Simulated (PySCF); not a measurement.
CH₃Si, SMILES [SiH2]=[CH], multiplicity 2.

Geometry: PBE0-D3(BJ)/def2-TZVP. The isomer is the one that the SMILES or the coordinates give; other isomers of the formula were not compared.

The numbers are results of PySCF with SMD-ωB97X/def2-SVP, not measurements.

Solvation free energies are E(SMD) − E(gas) at the gas-phase geometry, for 1 M in both phases. In vacuum the dipole moment is 0.70 D.

**Question.** Rank water, acetonitrile, dichloromethane by solvation free energy, most negative first.

**Answer.** dichloromethane (-0.2 kcal/mol), acetonitrile (0.0 kcal/mol), water (2.0 kcal/mol)
